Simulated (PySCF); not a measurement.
## Ga²⁷⁺: ionisation energy

Ga²⁷⁺ [He] 2s2 → Ga²⁸⁺ [He] 2s1 [2s1/2^1, M_J = 1/2], as a difference of total energies. Computed with PySCF 2.14 in an even-tempered Gaussian basis (17 s from 9 bohr⁻², ratio 2.4; 11 p from 12 bohr⁻², ratio 2.4; 5 d from 38 bohr⁻², ratio 2.6; 4 f from 57 bohr⁻², ratio 2.6), with the two-component X2C-1e Hamiltonian. Correlated levels: nothing frozen; the 28 highest virtual spinors dropped. "Screened" scales the spin-orbit matrix elements by Boettger's factors to mimic the two-electron term; Breit and QED terms are absent.

```json
{"method": "GHF (screened spin-orbit)", "ionisation energy (eV)": "2862.1"}
{"method": "GMP2 (screened spin-orbit)", "ionisation energy (eV)": "2867.2"}
```

Q: How much does correlation contribute at GMP2 (screened spin-orbit)?

A: 2867.2 − (2862.1) = 5.1 eV, measured against GHF (screened spin-orbit).

For this ion Breit and QED terms and the two-electron picture change, all absent here, outweigh the correlation shift from GHF to GMP2.

For comparison: 2868 ± 3 eV (semi-empirical (NIST evaluation); NIST Atomic Spectra Database, ionization energies).
